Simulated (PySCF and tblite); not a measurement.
Results of a calculation; reference values are marked as such.
C9H10, numbered as in [cH:1]1[cH:2][cH:3][c:4]([CH:5]2[CH2:6][CH2:7]2)[cH:8][cH:9]1. Free energies: BP86-D3(BJ)/cc-pVDZ on PBE0-D3(BJ)/def2-SVP structures plus GFN2-xTB thermal terms, symmetry and mirror images included. Conformers within 3 kcal/mol (GFN2-xTB free energy) were kept, 4 at most. GIAO shieldings: WP04/pcSseg-1. Shifts are against TMS (¹H), TMS (¹³C) at the same level. Programs: PySCF with density fitting and tblite.

Torsions listed: C3–C4–C5–C6.

```csv
conformer,shape,point group,mirror pair,ΔE(DFT),Δ(G−E) at 400 K,δ C6/C7 (ppm)
1,-146°,Cs,no,0.00,0.00,15.4
2,-55°,Cs,no,1.09,-0.65,8.8
```

Energies in kcal/mol; the thermal term leaves out symmetry numbers and mirror images.

(1) Work out the weights at 400 K and the ¹³C shift of C6/C7 under fast exchange.

Results:

(1) RT = 0.795 kcal/mol. Each conformer gets RT ln(σ/g), with σ the rotational symmetry number and g = 2 for a mirror pair: 1: σ = 1, g = 1, G = 0.00 + 0.00 + 0.00 = 0.00, 0.00 above the lowest, exp(−ΔG/RT) = 1.000; 2: σ = 1, g = 1, G = 1.09 − 0.65 + 0.00 = 0.44, 0.44 above the lowest, exp(−ΔG/RT) = 0.578. The sum is 1.578, so the weights are 63.4, 36.6 %. The averaged shift is 13.0 ppm. At 298.15 K it is 13.6 ppm. At 298.15 K the leading conformer alone gives 15.4 ppm and bare DFT energies give 14.5 ppm.
